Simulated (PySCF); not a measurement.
## Calcium: a sound run and one with changed settings

Sound run: Ca [Ar] 4s2, Ca⁺ [Ar] 4s1. Computed with PySCF 2.14 in cc-pVTZ-X2C (6s5p3d1f, 43 functions), with the spin-free X2C one-electron Hamiltonian (Gaussian nucleus). In the sound run the correlated levels freeze [Ar]. The sound run starts from symmetry-adapted Hartree-Fock orbitals and uses a fine grid where one is needed.

Changed run: basis STO-3G, all-electron and non-relativistic. This setting is unsound on purpose.

```
species   method  sound run (hartree)  changed run (hartree)  converged
     Ca      UHF           -679.63672             -669.98887        yes
     Ca    M06-L           -680.42372             -670.70290        yes
     Ca     BP86           -680.53518             -670.76559        yes
     Ca      MP2           -679.65668             -670.00456        yes
     Ca  CCSD(T)           -679.66536             -670.01744        yes
    Ca⁺      UHF           -679.44778             -669.84136        yes
    Ca⁺    M06-L           -680.19904             -670.50086        yes
    Ca⁺     BP86           -680.30708             -670.56589        yes
```

Ionisation energy of Ca:

```tsv
method	sound run (eV)	changed run (eV)
UHF	5.141	4.014
M06-L	6.114	5.498
BP86	6.207	5.434
MP2	5.684	4.441
SCS-MP2	5.793	4.526
CCSD	5.920	4.791
CCSD(T)	5.920	4.791
CCSDT	5.920	4.791
FCI	5.920	4.791
```

A minimal basis cannot let orbitals breathe on ionisation and holds almost no correlation. The Hamiltonian changed with the basis, so the totals do not compare.

For comparison, NIST gives 6.113 eV between the lowest levels.
